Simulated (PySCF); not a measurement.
BGe2H7.

```xyz
10

B      0.0000     0.0000     0.9233
Ge     1.8096    -0.0026    -0.0731
H      2.9376    -0.7481     0.6743
H      2.2451     1.4806    -0.2012
H      1.7147    -0.5692    -1.5068
Ge    -1.8096     0.0026    -0.0731
H     -2.2451    -1.4806    -0.2012
H     -1.7147     0.5692    -1.5068
H     -2.9376     0.7481     0.6743
H      0.0000     0.0000     2.1293
```
Charge 0, spin multiplicity 1.

Geometry: B3LYP-D3(BJ)/def2-SVP. The structure was generated by enumeration, and PubChem lists no compound with its InChIKey, so it may never have been made.

Calculation: PBE/pcSseg-1 run with PySCF. Non-relativistic, no solvent.

Computed absolute GIAO shielding of each atom: isotropic value and principal components (ppm):
```csv
atom,σ(iso),σ11,σ22,σ33,span
B1,-62.9,-223.1,-104.8,139.2,362.3
Ge2,1582.8,1514.7,1584.9,1648.8,134.1
H3,27.0,20.9,22.2,37.8,16.9
H4,27.2,21.3,23.0,37.3,16.1
H5,26.9,20.9,23.6,36.3,15.4
Ge6,1582.8,1514.7,1584.9,1648.8,134.1
H7,27.2,21.3,23.0,37.3,16.1
H8,26.9,20.9,23.6,36.3,15.4
H9,27.0,20.9,22.2,37.8,16.9
H10,17.1,0.3,25.3,25.7,25.3
```
